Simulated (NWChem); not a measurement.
**Correlation energy of Sn (+1)**

```xyz
1

Sn     0.0000     0.0000     0.0000
```
Charge +1, spin multiplicity 2.

The numbers come from NWChem runs, not from measurements.

Basis set: def2-TZVP. Each correlation energy counts from its own Hartree-Fock reference.

Effective core potentials replace the inner electrons of Sn; spin-orbit coupling is left out. The correlated methods keep 4 core orbitals frozen. No SCF solution was tested for a lower state. Open-shell Hartree-Fock references start from PBE0 orbitals. No row is a measurement; the coupled-cluster row has its own basis-set and correlation limits.

| method | correlation energy (mHa) |
|---|---|
| UMP2 | -250.3 |
| SCS-UMP2 | -224.7 |
| CCSD on UHF | -247.7 |
| CCSD[T] on UHF | -253.4 |
| CCSD(T) on UHF | ? |
| CCSD on ROHF | ? |
| CCSD[T] on ROHF | ? |
| CCSD(T) on ROHF | ? |

**Question.** Complete the blanks.

**Answer.** 
- CCSD(T) on UHF, correlation energy (mHa): -252.8
- CCSD on ROHF, correlation energy (mHa): -250.9
- CCSD[T] on ROHF, correlation energy (mHa): -256.7
- CCSD(T) on ROHF, correlation energy (mHa): -256.2
